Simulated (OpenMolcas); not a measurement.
# In: effect of the IPEA shift

```json
{"Program": "OpenMolcas 26.06", "Basis": "ANO-RCC-VTZP [7s6p4d2f1g]", "Scalar Hamiltonian": "DKH2, point nucleus", "Active space": "3 electrons in 9 orbitals (RAS2 5s 5p; RAS3 5d, at most 2 electrons)", "State averaging": "2S+1 = 4 odd, 1 root (0 in the spin-orbit step); 2S+1 = 2 odd, 3 roots; 2S+1 = 4 even, 3 roots; 2S+1 = 2 even, 5 roots", "Spin-orbit coupling": "state interaction with AMFI integrals over the reference wave functions, term energies averaged over their components"}
```

Methods on the same reference wave functions:
A. RASSCF
B. SS-RASPT2, IPEA 0 Eh, imaginary shift 0.1 Eh (closed shells correlated: 4d)
C. SS-RASPT2, IPEA 0.25 Eh, imaginary shift 0.1 Eh (closed shells correlated: 4d)

Energies in cm⁻¹ above 5s² 5p ²P°_1/2, the measured ground level; measured values from NIST Handbook of Basic Atomic Spectroscopic Data.

```json
{"Level": "5s² 5p ²P°_1/2", "A": "0.0", "B": "0.0", "C": "0.0", "Measured": "0.0"}
{"Level": "5s² 5p ²P°_3/2", "A": "2146", "B": "2150", "C": "2150", "Measured": "2213"}
{"Level": "5s 5p² ⁴P_1/2", "A": "29009", "B": "34550", "C": "34690", "Measured": "34978"}
{"Level": "5s 5p² ⁴P_3/2", "A": "29741", "B": "35280", "C": "35420", "Measured": "36021"}
{"Level": "5s 5p² ⁴P_5/2", "A": "30919", "B": "36440", "C": "36590", "Measured": "37452"}
```

Deviations, from unrounded energies. A percentage is the sum of absolute deviations over the sum of measured energies, with the sign that they share, or ± where signs differ.

```json
{"Against measurement": "mean absolute deviation (cm-1)", "Levels": "4", "A": "4700", "B": "560", "C": "460"}
{"Against measurement": "fine structure of the ground term (%)", "Levels": "1", "A": "-3.0", "B": "-3.0", "C": "-3.0"}
{"Against measurement": "other configurations (%)", "Levels": "3", "A": "-17.3", "B": "-2.0", "C": "-1.6"}
```

C lies closest to measurement on these levels and A furthest from it. The largest miss of C in the table is 5s 5p² ⁴P_5/2, by -870 cm-1. The ranking rests on the paired levels alone, and a cruder setting can come out closer through cancelling errors.

Between B and C the level of the table that moves most is 5s 5p² ⁴P_5/2, by 140 cm-1 (lowest in B, highest in C). Moves below CASPT2's spread within the term are not significant.

The lowest spin-free term lies below A's lowest term by 0.431 hartree in B, 0.430 hartree in C.

Some high roots are left out of the spin-orbit mixing, which shifts the levels that they would mix with. Active for correlation alone: 5d; no level in the range computed is led by a configuration that fills it, so any true level of that kind is missing. Without dynamic correlation excited terms often stand tens of per cent too high (terms of higher spin than the ground term too low), and those without a measured partner can miss by more than the paired ones (holds for A). Measured partners are found by configuration, term and J. A level has none where our copy of the source lacks it or the pairing is in doubt (some pairs that miss far off the trend of their configuration count as doubtful), and it then counts in no deviation. Only configurations of the active space appear. Levels that lie high or do not pair safely by name in every column are left out.

° marks odd parity.
